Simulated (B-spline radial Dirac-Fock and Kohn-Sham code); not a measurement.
## Isotope-shift constants of the inner levels of Al

System: atomic aluminum in the configuration [Ne] 3s2 3p1.

Input of the calculation (task.json; shells as n, l, electrons):

```json
{"items": [{
  "Z": 13,
  "q": 0,
  "cfg": [[1, 0, 2], [2, 0, 2], [2, 1, 6], [3, 0, 2], [3, 1, 1]],
  "A": 27,
  "rrms": 3.061,
  "do": "isoshift",
  "isotopes": [[27, 26.981538408, 3.061]]
}]}
```

Command: `python xray2_run.py task.json out`

Calculated with an atomic code on a B-spline grid, using first-order field-shift and mass-shift constants from Dirac-Fock ground and hole states with a Fermi nucleus; the mass shift has no relativistic recoil terms. A binding energy shifts by δE = F·δ⟨r²⟩ + (K_N + K_S)·δ(1/M); F is taken for a change of radius at fixed skin thickness and so holds the higher radial moments.

```
     level  F (meV/fm²)  K_N (meV u)  K_S (meV u)
    K (1s)      -0.1696       -860.8        191.3
   L1 (2s)     -0.01099       -70.27       -31.66
L2 (2p1/2)     0.002481       -44.45        47.50
L3 (2p3/2)     0.002479       -44.21        46.80
   M1 (3s)   -0.0005410       -5.561       0.2550
```
